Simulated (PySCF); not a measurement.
C$_{4}$H$_{8}$O, singlet, geometry from GFN2-xTB, with bond 5-3 at 2.0 times its length; DF-HF/6-311G** in PySCF.

Here is a job for PySCF.
```python
from pyscf import gto, scf

mol = gto.Mole()
mol.atom = '''
    C     1.784489    0.551400   -0.275804
    C     0.843236   -0.280271    0.599429
    C    -0.537045   -0.301967   -0.026119
    C    -1.438704    0.829894    0.395226
    O    -1.215641   -2.000140   -1.593052
    H     2.789658    0.537290    0.138421
    H     1.450311    1.584968   -0.333776
    H     1.818145    0.142177   -1.282613
    H     1.219873   -1.302676    0.654482
    H     0.797967    0.144130    1.602863
    H    -0.905623    1.776361    0.356510
    H    -1.752068    0.660928    1.424375
    H    -2.319377    0.870920   -0.239973
'''
mol.basis = '6-311g**'
mol.charge = 0
mol.spin = 0
mol.verbose = 4
mol.build()

mf = scf.RHF(mol)
mf.conv_tol = 1e-6
mf = mf.density_fit(auxbasis='def2-universal-jkfit')
mf.kernel()
mf.analyze()
```

The log (banner, timings and long lists left out):

```
PySCF version 2.14.0

[INPUT] verbose = 4
[INPUT] num. atoms = 13
[INPUT] num. electrons = 40
[INPUT] charge = 0
[INPUT] spin (= nelec alpha-beta = 2S) = 0
[INPUT] symmetry False subgroup None
[INPUT] Mole.unit = angstrom
[INPUT] Symbol           X                Y                Z      unit          X                Y                Z       unit  Magmom
[INPUT]  1 C      1.784489000000   0.551400000000  -0.275804000000 AA    3.372195482299   1.041994985085  -0.521194024060 Bohr   0.0
[INPUT]  2 C      0.843236000000  -0.280271000000   0.599429000000 AA    1.593485098374  -0.529635430658   1.132756641122 Bohr   0.0
[INPUT]  3 C     -0.537045000000  -0.301967000000  -0.026119000000 AA   -1.014867966567  -0.570634928657  -0.049357756648 Bohr   0.0
[INPUT]  4 C     -1.438704000000   0.829894000000   0.395226000000 AA   -2.718756534316   1.568272372420   0.746868897307 Bohr   0.0
[INPUT]  5 O     -1.215641000000  -2.000140000000  -1.593052000000 AA   -2.297228555792  -3.779716810788  -3.010431982191 Bohr   0.0
[INPUT]  6 H      2.789658000000   0.537290000000   0.138421000000 AA    5.271689601202   1.015330949468   0.261577779888 Bohr   0.0
[INPUT]  7 H      1.450311000000   1.584968000000  -0.333776000000 AA    2.740690585444   2.995155436200  -0.630745226953 Bohr   0.0
[INPUT]  8 H      1.818145000000   0.142177000000  -1.282613000000 AA    3.435796104747   0.268675591212  -2.423787293807 Bohr   0.0
[INPUT]  9 H      1.219873000000  -1.302676000000   0.654482000000 AA    2.305225876752  -2.461700869044   1.236791733458 Bohr   0.0
[INPUT] 10 H      0.797967000000   0.144130000000   1.602863000000 AA    1.507939086441   0.272366226334   3.028972085199 Bohr   0.0
[INPUT] 11 H     -0.905623000000   1.776361000000   0.356510000000 AA   -1.711379442107   3.356835788359   0.673706260669 Bohr   0.0
[INPUT] 12 H     -1.752068000000   0.660928000000   1.424375000000 AA   -3.310928671614   1.248972908057   2.691678648677 Bohr   0.0
[INPUT] 13 H     -2.319377000000   0.870920000000  -0.239973000000 AA   -4.382987309615   1.645800276406  -0.453483247290 Bohr   0.0

nuclear repulsion = 155.712554687361
number of shells = 72
number of NR pGTOs = 219
number of NR cGTOs = 138
basis = 6-311g**
ecp = {}

******** <class 'pyscf.df.df_jk.DFRHF'> ********
method = DFRHF
initial guess = minao
damping factor = 0
level_shift factor = 0
DIIS = <class 'pyscf.scf.diis.CDIIS'>
diis_start_cycle = 1
diis_space = 8
diis_damp = 0
SCF conv_tol = 1e-06
SCF conv_tol_grad = None
SCF max_cycles = 50
direct_scf = False
Set gradient conv threshold to 0.001
Initial guess from minao.
******** <class 'pyscf.df.df.DF'> ********
auxbasis = def2-universal-jkfit
init E= -230.730857663522
  HOMO = -0.334585974005186  LUMO = -0.118424988499449  gap/eV = 5.88204
cycle= 1 E= -229.888003657277  delta_E= 0.843  |g|= 1.37  |ddm|= 2.41
  HOMO = 0.0110549628369014  LUMO = 0.0500804531005653  gap/eV = 1.06194
cycle= 2 E= -223.612437110318  delta_E= 6.28  |g|= 2.98  |ddm|= 10.4
  HOMO = -0.396809795481167  LUMO = -0.115350640371499  gap/eV = 7.65889
cycle= 3 E= -230.223975691826  delta_E= -6.61  |g|= 1.06  |ddm|= 10.4
  HOMO = -0.332572099286141  LUMO = -0.0051463964869626  gap/eV = 8.90971
cycle= 4 E= -230.508045250812  delta_E= -0.284  |g|= 0.66  |ddm|= 0.432
  HOMO = -0.397984793054498  LUMO = -0.0223885938989349  gap/eV = 10.22049
cycle= 5 E= -230.672093684414  delta_E= -0.164  |g|= 0.394  |ddm|= 0.429
  HOMO = -0.380146738921148  LUMO = 0.0496241385707279  gap/eV = 11.69466
cycle= 6 E= -230.742798910329  delta_E= -0.0707  |g|= 0.145  |ddm|= 0.402
  HOMO = -0.363868960665027  LUMO = 0.0658364686073583  gap/eV = 11.69288
cycle= 7 E= -230.754998241754  delta_E= -0.0122  |g|= 0.0431  |ddm|= 0.233
  HOMO = -0.360782315133164  LUMO = 0.0691800176840225  gap/eV = 11.69987
cycle= 8 E= -230.755826748345  delta_E= -0.000829  |g|= 0.012  |ddm|= 0.075
  HOMO = -0.360039910072437  LUMO = 0.0695412744609456  gap/eV = 11.68950
cycle= 9 E= -230.755869932267  delta_E= -4.32e-05  |g|= 0.00392  |ddm|= 0.0208
  HOMO = -0.359722870692156  LUMO = 0.0694185426008254  gap/eV = 11.67753
cycle= 10 E= -230.755874135977  delta_E= -4.2e-06  |g|= 0.00178  |ddm|= 0.00576
  HOMO = -0.359702879774275  LUMO = 0.0693176487393039  gap/eV = 11.67424
cycle= 11 E= -230.755874899696  delta_E= -7.64e-07  |g|= 0.000663  |ddm|= 0.00188
  HOMO = -0.359634624182341  LUMO = 0.0691709567901455  gap/eV = 11.66839
Extra cycle  E= -230.755875002313  delta_E= -1.03e-07  |g|= 0.000339  |ddm|= 0.000886
converged SCF energy = -230.755875002313
**** SCF Summaries ****
Total Energy =                        -230.755875002312791
Nuclear Repulsion Energy =             155.712554687360580
One-electron Energy =                 -621.257641776173955
Two-electron Energy =                  234.789212086500555
Two-electron Coulomb Energy =          266.456002309971666
DFT Exchange-Correlation Energy =      -31.666790223471111
HOMO-LUMO gap [eV] =                    11.668394191372702
**** MO energy ****
MO #1   energy= -20.5876667827305  occ= 2
MO #2   energy= -11.3091720767419  occ= 2
MO #3   energy= -11.2476535657163  occ= 2
MO #4   energy= -11.2454462366559  occ= 2
MO #5   energy= -11.242148667581   occ= 2
MO #6   energy= -1.15831687969296  occ= 2
MO #7   energy= -1.09831832318133  occ= 2
MO #8   energy= -1.00998475157239  occ= 2
MO #9   energy= -0.889447314004602 occ= 2
MO #10  energy= -0.741003807119615 occ= 2
MO #11  energy= -0.648882587569652 occ= 2
MO #12  energy= -0.617508243483037 occ= 2
MO #13  energy= -0.596433844906706 occ= 2
MO #14  energy= -0.573613050707735 occ= 2
MO #15  energy= -0.537958792993405 occ= 2
MO #16  energy= -0.528607595492882 occ= 2
MO #17  energy= -0.497098004907251 occ= 2
MO #18  energy= -0.475642779966919 occ= 2
MO #19  energy= -0.475095357383022 occ= 2
MO #20  energy= -0.359634624182341 occ= 2
MO #21  energy= 0.0691709567901455 occ= 0
MO #22  energy= 0.101786430855785  occ= 0
MO #23  energy= 0.145849302223567  occ= 0
MO #24  energy= 0.174768441487434  occ= 0
MO #25  energy= 0.182727224514039  occ= 0
MO #26  energy= 0.206315581456774  occ= 0
MO #27  energy= 0.227591260231051  occ= 0
MO #28  energy= 0.229391619564279  occ= 0
 ** Mulliken pop on meta-lowdin orthogonal AOs  **
 ** Mulliken pop  **
 ** Mulliken atomic charges  **
charge of    0C =     -0.26560
charge of    1C =     -0.17106
charge of    2C =      0.08861
charge of    3C =     -0.30090
charge of    4O =     -0.20950
charge of    5H =      0.10814
charge of    6H =      0.09143
charge of    7H =      0.10902
charge of    8H =      0.11372
charge of    9H =      0.08003
charge of   10H =      0.10743
charge of   11H =      0.12691
charge of   12H =      0.12177
Dipole moment(X, Y, Z, Debye):  1.49406,  3.06674,  2.63794
```
